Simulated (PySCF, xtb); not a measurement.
CH3Si, SMILES [Si]C (connectivity only; charge and spin as stated), charge +1, multiplicity 1.

GFN2-xTB (xtb) at its own geometry gives an orbital gap of 2.83 eV.

Geometry optimised at r2SCAN-D4/def2-TZVP. The spin state was assumed, not searched. The isomer is the one that the SMILES or the coordinates give; other isomers of the formula were not compared.

Problem. What does M06-2X/def2-TZVPD run with PySCF give? (The exact figures need the calculation; the answer reports its results.)

Solution. gap 7.16 eV (levels -15.44 and -8.28 eV).
